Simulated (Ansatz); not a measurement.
Species: C$_{5}$H$_{10}$O, charge 0, multiplicity 1. 
Geometry from a B3LYP-D3(BJ)/def2-TZVP (Ansatz, a quantum-chemistry and plane-wave program) optimisation:
SMILES: CCC(=O)CC
```xyz
16

C     -2.5283     0.1158    -0.3182
C     -1.3083    -0.6836     0.1128
C      0.0027     0.0704    -0.0257
O      0.0467     1.2056    -0.4404
C      1.2553    -0.6830     0.3865
C      2.5375     0.1204     0.2319
H     -2.6258     1.0264     0.2726
H     -2.4482     0.4156    -1.3630
H     -3.4375    -0.4745    -0.1965
H     -1.3959    -1.0058     1.1565
H     -1.2197    -1.6111    -0.4637
H      1.1180    -1.0127     1.4223
H      1.2946    -1.6064    -0.2021
H      3.4009    -0.4699     0.5415
H      2.5042     1.0269     0.8360
H      2.6821     0.4274    -0.8037
```
Charge 0, spin multiplicity 1.

Total electronic energies in hartree. Valence correlation only, unless marked. Spin-orbit coupling is left out. Non-relativistic. CBS marks a two-point X^-3 extrapolation of the correlation energy; Hartree-Fock from the larger set. [CCSD(T)-MP2]/basis is that difference in the basis named.

```json
[
 {"level": "HF/6-31G", "program": "Ansatz", "energy (Eh)": "-269.91333"},
 {"level": "HF/aug-cc-pVQZ", "program": "Ansatz", "energy (Eh)": "-270.14953"},
 {"level": "PBE0/6-31G*", "program": "Ansatz", "energy (Eh)": "-271.45838"},
 {"level": "PBE0/def2-SVP", "program": "Ansatz", "energy (Eh)": "-271.26359"},
 {"level": "PBE0/def2-TZVP", "program": "Ansatz", "energy (Eh)": "-271.56032"},
 {"level": "r2SCAN0-D4/def2-TZVPD", "program": "Ansatz + dftd4", "energy (Eh)": "-271.69865"},
 {"level": "HSE06-D4/def2-TZVPD", "program": "Ansatz + dftd4", "energy (Eh)": "___"},
 {"level": "CAM-B3LYP-D4/def2-TZVPD", "program": "Ansatz + dftd4", "energy (Eh)": "-271.75566"},
 {"level": "B2GP-PLYP-D4/def2-TZVPD", "program": "Ansatz + dftd4", "energy (Eh)": "-271.59344"},
 {"level": "B2PLYP-D3(BJ)/def2-TZVPD", "program": "Ansatz + dftd3", "energy (Eh)": "-271.65139"},
 {"level": "PBE-QIDH/def2-TZVPD", "program": "Ansatz", "energy (Eh)": "___"},
 {"level": "MP2/STO-3G", "program": "Ansatz", "energy (Eh)": "-267.01067"},
 {"level": "MP2/cc-pwCVTZ", "program": "Ansatz", "energy (Eh)": "-271.23764"},
 {"level": "RI-MP2/cc-pVTZ", "program": "Ansatz", "energy (Eh)": "-271.21997"},
 {"level": "RI-MP2/CBS(cc-pVTZ,cc-pVQZ)", "program": "Ansatz", "energy (Eh)": "-271.3614"},
 {"level": "SCS-MP2/6-31G*", "program": "Ansatz", "energy (Eh)": "-270.84510"},
 {"level": "SCS-MP2/aug-cc-pVTZ", "program": "Ansatz", "energy (Eh)": "-271.24057"},
 {"level": "CCSD/aug-cc-pVDZ", "program": "Ansatz", "energy (Eh)": "-271.05516"},
 {"level": "CCSD/cc-pVTZ", "program": "Ansatz", "energy (Eh)": "-271.27062"},
 {"level": "CCSD(T)/6-31G*", "program": "Ansatz", "energy (Eh)": "-270.94302"},
 {"level": "RI-MP2/CBS(cc-pVTZ,cc-pVQZ)+[CCSD(T)-MP2]/cc-pVDZ", "program": "Ansatz", "energy (Eh)": "-271.4572"},
 {"level": "RI-MP2/CBS(cc-pVTZ,cc-pVQZ)+[CCSD(T)-MP2]/cc-pVQZ", "program": "Ansatz", "energy (Eh)": "-271.4509"},
 {"level": "CCSD(T)/CBS(cc-pVTZ,cc-pVQZ)", "program": "Ansatz", "energy (Eh)": "-271.4456"}
]
```

Problem. Some entries are withheld; supply them.

Solution. 
- HSE06-D4/def2-TZVPD, energy (Eh): -271.55397
- PBE-QIDH/def2-TZVPD, energy (Eh): -271.51654
